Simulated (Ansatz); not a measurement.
A further run on [AuF4]- (AuF₄⁻).

```yaml
crystal:
  periodic: [false, false, false]
  atoms:
    - {symbol: Au, position_ang: [-0.000002, -0.000003, -0.000030]}
    - {symbol: F, position_ang: [1.933276, -0.027055, 0.004808]}
    - {symbol: F, position_ang: [0.027037, 1.933264, 0.008255]}
    - {symbol: F, position_ang: [-1.933280, 0.027054, -0.004792]}
    - {symbol: F, position_ang: [-0.027031, -1.933269, -0.008242]}
basis:
  gaussian: {orbitals: def2-TZVP, fitting: {mean_field: def2-universal-jkfit}}
total_charge: -1
hamiltonian: {xc: {name: PBE0}}
scf: {omitted_lower_state_checks: [starts]}
```

```sh
$ ansatz run in.yaml --threads 2 --pin off --events-out ev --progress --plain --max-ram 4352MiB
```

Shortened log:

```
Functional definition: PBE0
555 factors; integrals over basis functions are off by at most 1.6e0 eV
mean field evaluation 1: about -14550.6326 eV, gradient 6.2e1 eV
mean field evaluation 2: about -14533.0278 eV, gradient 1.2e2 eV
mean field evaluation 4: about -14557.2730 eV, gradient 4.1e0 eV
mean field evaluation 8: about -14557.2894 eV, gradient 3.6e-2 eV
mean field evaluation 16: about -14557.2894 eV, gradient 3.5e-5 eV
mean field -14557.28938696 eV, -534.9705176856 hartree, gradient 3.5e-5 eV, S^2 0.000000; 0 other end points of the search recorded, 0 dependent functions left out
reference -14557.28942643 eV, -534.9705191362 hartree; 28, 28 occupied and 136, 136 virtual orbitals, 555 factors
Total energy: -14557.28942643 eV, -534.9705191362 hartree
Checks for a lower state left out: starts
```

Run time 2.3 s (2 threads of Arm Neoverse V1 on a shared host).

In the def2 sets Au takes a core potential; there is no spin–orbit coupling. The highest occupied level of an anion often lies above zero with these methods, and sets without diffuse functions describe the outer electron poorly.
